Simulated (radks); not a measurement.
Initial-state core-level shifts of the manganese ion Mn+ when its valence configuration changes from [Ar] 3d5 4s1. All-electron calculation, scalar-relativistic Kohn-Sham, r2SCAN, spin-polarised, spherical densities, finite nucleus; open shells are filled with parallel spins first; meta-GGA in the generalised Kohn-Sham scheme; Fermi nuclear charge, rms radius 3.7057 fm. Program: a radial shooting solver on a logarithmic mesh with Libxc functionals. Shifts are changes of the shell-averaged eigenvalues in eV (positive: less bound); the change of the density at the nucleus, which sets a Mossbauer isomer shift, is in e/bohr^3, on a base of 1.325e+04.

| valence | 2s | 2p | 3s | 3p | density at nucleus |
|---|---|---|---|---|---|
| 3d6 | +5.310 | +5.261 | +4.695 | +4.501 | -8.310 |
| 3d4 4s1 4p1 | -9.275 | -9.214 | -8.074 | -7.815 | +3.129 |
| 3d4 4s2 | -8.239 | -8.180 | -7.076 | -6.839 | +9.457 |
| 3d5 4s0.5 4p0.5 | -0.659 | -0.662 | -0.711 | -0.712 | -3.665 |
| 3d5 4p1 | -1.311 | -1.317 | -1.414 | -1.416 | -7.207 |
| 3d3 4s1 4p2 | -19.748 | -19.619 | -16.646 | -16.090 | +7.394 |
| 3d4 4s1.5 4p0.5 | -8.854 | -8.795 | -7.670 | -7.424 | +6.202 |
| 3d3 4s0.5 4p2.5 | -20.378 | -20.250 | -17.279 | -16.718 | +2.786 |
| 3d4 4p2 | -10.574 | -10.517 | -9.421 | -9.156 | -4.911 |
